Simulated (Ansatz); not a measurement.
Spectroscopic constants of RuN, multiplicity 6 (lowest of 2S+1 = 2, 4, 6, 8 at CCSD(T)/def2-TZVPP on PBE0 minima; our sources give no spin for the ground state, which may be another). No spin–orbit coupling. The T1 diagnostic near the minimum is 0.063, so single-reference values are doubtful.

Constants: fifth-degree fit in 1/R to seven points, most abundant isotopes. Runs in def2 and cc sets follow the lowest solution found near the PBE0 minimum.

Correlated levels freeze the inner cores; with def2 sets outer-core shells near the valence are correlated too. CBS: X⁻³ extrapolation of the correlation energy, Hartree–Fock from the larger set.

The values were computed with Ansatz (Gaussian orbitals).  In def2 rows elements past Kr take small-core potentials, without spin–orbit coupling.

```tsv
level	r_e (Å)	ω_e (cm⁻¹)	ω_e x_e (cm⁻¹)	dipole (D)
SVWN5/def2-TZVPP	1.699	918	4.7	3.20
r2SCAN/def2-TZVPP	1.712	875	5.6	3.30
BHLYP/def2-TZVPP	1.738	719	9.6	3.86
wB97X-V/def2-TZVPP	1.708	[?]	7.6	3.71
B2PLYP/def2-TZVPP	1.698	1007	8.8	-
CCSD(T)/def2-TZVPP	1.726	858	3.7	-
CCSD(T)/def2-QZVPP	1.722	855	3.7	-
CCSD(T)/CBS(def2-TZVPP, def2-QZVPP)	[?]	[?]	3.8	-
```

Question: What belongs in the gaps?

Answer: 
- CCSD(T)/CBS(def2-TZVPP, def2-QZVPP), r_e (Å): 1.719
- CCSD(T)/CBS(def2-TZVPP, def2-QZVPP), ω_e (cm⁻¹): 857
- wB97X-V/def2-TZVPP, ω_e (cm⁻¹): 844

Doubts at one or more of the structures used: T1 above 0.05 (CCSD(T)/def2-TZVPP, CCSD(T)/def2-QZVPP, CCSD(T)/CBS(def2-TZVPP, def2-QZVPP)).

Ansatz is an electronic-structure program.
